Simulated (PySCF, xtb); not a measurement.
CH6ClFSi2, SMILES F[SiH2]C[SiH2]Cl.

GFN2-xTB run with xtb at its own geometry gives an orbital gap of 5.76 eV and a dipole moment of 1.81 D.

Coordinates come from a PBE0-D3(BJ)/def2-SVP optimisation. This is a generated structure with no PubChem entry under its InChIKey; it may be hypothetical. Other conformers were not sampled.

### Question
What does PBE/def2-TZVP in PySCF give? (Estimate from the structure and the level; the computed values follow.)

### Answer
gap 6.58 eV (levels -7.55 and -0.97 eV), dipole 1.58 D.
